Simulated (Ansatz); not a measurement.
Mulliken charges of `[CH]1=NC[O][InH]1` from B3LYP/def2-TZVPP in Ansatz (PBE0-D4/def2-TZVP geometry).

| atom | x (Å) | y (Å) | z (Å) | charge (e) |
| --- | --- | --- | --- | --- |
| C1 | 0.082 | 1.250 | 0.553 | -0.233 |
| N2 | 1.115 | 0.626 | 0.184 | -0.172 |
| C3 | 0.964 | -0.702 | -0.397 | 0.141 |
| O4 | -0.308 | -1.211 | -0.513 | -0.526 |
| In5 | -1.687 | 0.090 | 0.189 | 0.582 |
| H6 | 0.197 | 2.243 | 0.985 | 0.120 |
| H7 | 1.453 | -0.639 | -1.381 | 0.082 |
| H8 | 1.594 | -1.357 | 0.225 | 0.082 |
| H9 | -3.321 | -0.346 | 0.137 | -0.078 |

Problem. By hand: the dipole of these point charges (1 e Å = 4.8032 D).

Solution. Σ q r = (-0.362, 0.324, 0.176) e Å, of length 0.517 e Å = 2.48 D.

Problem. How does the dipole of the full density compare? (An estimate is asked.)

Solution. Ansatz gave: (-0.434, 0.287, 0.166) e Å, 2.62 D; the point charges give 0.95 times that, at 8° from its direction.

Point charges leave out the atoms' own dipoles, such as those of lone pairs, and Mulliken's split depends on the basis, so the close match here is no proof of good charges.

B3LYP here is the variant with VWN-RPA as its local correlation; programs differ in this.
